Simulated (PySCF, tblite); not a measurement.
Task: Write Cartesian coordinates for `C=C/C=C/C(=O)Cl` as optimised with GFN2-xTB.

Result: 
```
atom  x, y, z in Å
C1    -2.286    0.847   -0.462
C2    -1.371    0.099    0.152
C3     0.028    0.155   -0.171
C4     0.970   -0.591    0.436
C5     2.360   -0.471    0.049
O6     2.847    0.230   -0.781
Cl7    3.402   -1.559    0.999
H8    -2.016    1.541   -1.242
H9    -3.330    0.792   -0.208
H10   -1.661   -0.592    0.932
H11    0.333    0.842   -0.950
H12    0.726   -1.292    1.219
```

Orientation and origin are arbitrary. Atoms count from 1 in this order. The 4 C–C bonds span 1.333 Å (C1=C2, drawn double) to 1.448 Å (C4–C5, drawn single), a spread of 0.115 Å. Of the pairs four or more bonds apart, O6···H11 is among the closest relative to their van der Waals radii: 2.59 Å, 95 % of the sum of Bondi's values. The 7 heavy atoms lie in one plane (0.001 Å rms).

Bonds between heavy atoms (Å): C1=C2 1.333, C2–C3 1.437, C3=C4 1.346, C4–C5 1.448, C5=O6 1.191, C5–Cl7 1.781.

Computed geometry: GFN2-xTB, gas phase.

Point group: Cs (tolerance 0.08 Å). Its GFN2-xTB frequencies are all real (lowest 56 cm⁻¹). One conformer, not necessarily the lowest (C1–C2–C3–C4 180°, C3–C4–C5–O6 0°). 3 starts were optimised and ended at 0.00, 0.00 and 0.32 kcal/mol (GFN2-xTB); the lowest of these is shown.
